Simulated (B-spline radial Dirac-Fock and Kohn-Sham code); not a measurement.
Z = 33 (arsenic), transition energy 200 keV. Calculated with a radial finite-basis atomic code, using a Dirac-Hartree-Slater potential of the neutral atom with a Latter tail (no hole, which puts coefficients of high multipoles low close above an edge), finite nucleus with surface currents. Subshells that would emit electrons below 1 keV are left out.

Q: A pure transition shows α(K) = 0.0528, L1/L2 = 10.6 and L1/L3 = 8.73. What is its multipolarity?
A. E1
B. M4
C. E3
D. M3
E. M2
F. E2
G. E4
H. M1

A: F. For comparison, α(K), L1/L2, L1/L3 are E1 0.00845, 38.0, 23.0; E3 0.279, 3.53, 3.42; E4 1.41, 1.53, 1.60; M1 0.0129, 31.7, 75.6; M2 0.0757, 16.6, 27.7; M3 0.416, 10.3, 8.99; M4 2.29, 7.11, 4.18.
